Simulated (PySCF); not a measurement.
Two species compared at the same levels of theory.

First species: Cl₂Ga₂H₇NSi.
SMILES: `[GaH2-]1[Cl+][GaH-]([Cl+]1)[NH][SiH3]`

Second species: ClH₅P₂Si.
Geometry (PBE0-D3(BJ)/def2-SVP, Å), atoms numbered from 1 in this order:
```
atom  x, y, z in Å
P1    -2.0047   -1.0248   -0.6986
Si2   -0.2027   -2.0328   -1.6146
P3     1.6844   -0.8402   -1.9562
Cl4   -0.8067   -2.6861   -3.4895
H5    -1.9016    0.1094   -1.5613
H6    -1.2351   -0.4184    0.3435
H7     0.1402   -3.2217   -0.7809
H8     1.6590   -0.2709   -0.6441
H9     0.9752    0.2518   -2.5439
```

Levels: CAM-B3LYP/def2-SVPD for dipole moment, HOMO energy, LUMO energy, HOMO–LUMO gap, static isotropic polarisability and electronic spatial extent ⟨r²⟩ about the centre of nuclear charge; TDDFT CAM-B3LYP/def2-SVPD for lowest singlet excitation; TDA CAM-B3LYP/def2-SVPD for lowest triplet excitation (Tamm–Dancoff); ΔSCF CAM-B3LYP/def2-SVPD for vertical ionisation energy; PBE0-D3(BJ)/def2-SVP for rotational constant A and rotational constant C. Geometries: PBE0-D3(BJ)/def2-SVP. Each structure is a single optimised conformer of the isolated species, non-relativistic unless stated. Electronic properties by PySCF.

The conformers computed, where there is a choice (atom-mapped SMILES and torsion angles):
- `[SiH3:1][NH:2][GaH-:3]1[Cl+:4][GaH2-:5][Cl+:6]1`: Si1–N2–Ga3–Cl4 42°
- `[PH2:1][SiH:2]([PH2:3])[Cl:4]`: H–P1–Si2–P3 47°, H–P1–Si2–P3 -47°, H–P3–Si2–P1 47°, H–P3–Si2–P1 -47°

Values for the first species:

* Dipole moment: 0.78 D
* HOMO energy: -8.87 eV
* LUMO energy: 0.04 eV
* HOMO–LUMO gap: 8.91 eV
* Lowest singlet excitation: 6.13 eV
* Lowest triplet excitation (Tamm–Dancoff): 5.70 eV
* Static isotropic polarisability: 117.3 au
* Vertical ionisation energy: 9.46 eV
* Electronic spatial extent ⟨r²⟩ about the centre of nuclear charge: 2153 bohr²
* Rotational constant A: 1.221 GHz
* Rotational constant C: 0.570 GHz

Question: Estimate the same properties for the second species, and the change in each.

Answer: 
```tsv
property	first	second	second less first
dipole moment	0.78 D	2.06 D	+1.28 D
HOMO energy	-8.87 eV	-8.51 eV	+0.36 eV
LUMO energy	0.04 eV	0.40 eV	+0.36 eV
HOMO–LUMO gap	8.91 eV	8.91 eV	0.00 eV
lowest singlet excitation	6.13 eV	5.90 eV	-0.23 eV
lowest triplet excitation (Tamm–Dancoff)	5.70 eV	4.91 eV	-0.79 eV
static isotropic polarisability	117.3 au	97.0 au	-20.3 au
vertical ionisation energy	9.46 eV	9.28 eV	-0.18 eV
electronic spatial extent ⟨r²⟩ about the centre of nuclear charge	2153 bohr²	979 bohr²	-1174 bohr²
rotational constant A	1.221 GHz	2.349 GHz	+1.128 GHz
rotational constant C	0.570 GHz	1.146 GHz	+0.576 GHz
```

On the first: The polarisability is 17.38 Å³ as a volume (1 au = 0.148185 Å³), or 0.95 au for each of the 124 electrons. The vertical singlet–triplet gap S1 − T1 is 0.43 eV (TDDFT singlet less Tamm–Dancoff triplet). The calculation is non-relativistic and has no spin–orbit coupling, an omission that weighs most on gallium.

On the second: In wavenumbers S1 is 47600 cm⁻¹ (1 eV = 8065.54 cm⁻¹). The vertical singlet–triplet gap S1 − T1 is 0.99 eV (TDDFT singlet less Tamm–Dancoff triplet; S1: HOMO→LUMO+1, weight 0.89; T1: HOMO→LUMO, weight 0.85).
